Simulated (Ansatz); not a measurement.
The cluster B₆Os⁻, relaxed as a doublet with UKS PBE-D4/def2-SVPD in Ansatz, starting from the GFN1-xTB geometry. Force threshold 0.02 eV/Å.

In the def2 sets Os takes a core potential; there is no spin–orbit coupling. The structure comes from a short search, and lower isomers may exist.

Start:

```
atom    x (Å)    y (Å)    z (Å)
 Os1  -0.6308  -1.0245   0.7720
  B2   1.4024  -1.1226   0.5138
  B3  -1.1609  -0.6448  -1.1783
  B4  -0.7001   0.9005   1.4795
  B5  -0.1117   0.5033  -1.2962
  B6  -0.0325   1.3034   0.1452
  B7   1.2336   0.0847  -0.4359
```

**Question.** Estimate the energy that the relaxation releases and the steps that it takes.

**Answer.** 57.9 kcal/mol, in 14 steps; 2 min on 4 threads of Intel Xeon on a shared host. No frequencies were taken in this run, so the end may be a saddle point.

**Question.** Does the start keep its bonding and symmetry?

**Answer.** Bonds lost: Os1–B5, B6–B7 (atoms count from 1). Bonds formed: B3–B6, B3–B7 (atoms count from 1). Point group Cs at the start, Cs at the end, both within 0.05 Å.

**Question.** Predict the relaxed structure.

**Answer.** 
```xyz
7

Os   -0.422   -0.885    0.936
B     1.460   -1.259    0.581
B    -0.794   -0.367   -0.946
B    -0.779    0.908    1.619
B     0.163    0.865   -1.453
B    -0.595    1.125   -0.007
B     0.967   -0.387   -0.731
```
Bond lengths: 7 × B–B 1.64 to 1.77 Å; 5 × B–Os 1.95 to 2.23 Å.
